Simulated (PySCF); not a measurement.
Si(H)2(OH)2 (H₄O₂Si), SMILES O[SiH2]O.

The structure is a stationary point at r2SCAN-D4/def2-TZVP. Other conformers were not sampled.

All values below come from PySCF with PBE/def2-TZVPD.

Symmetry labels are those of the subgroup C2 that the program uses (full group C2).

Computed valence orbital energies around the gap with their symmetry:
```
orbital  symmetry  energy (eV)
-------  --------  -----------
HOMO−7          A       -14.37
HOMO−6          B       -13.05
HOMO−5          A       -10.45
HOMO−4          B        -9.59
HOMO−3          A        -9.43
HOMO−2          A        -7.97
HOMO−1          B        -7.77
HOMO            B        -7.45
LUMO            A        -0.88
LUMO+1          B        -0.42
LUMO+2          A         0.49
LUMO+3          A         0.72
```
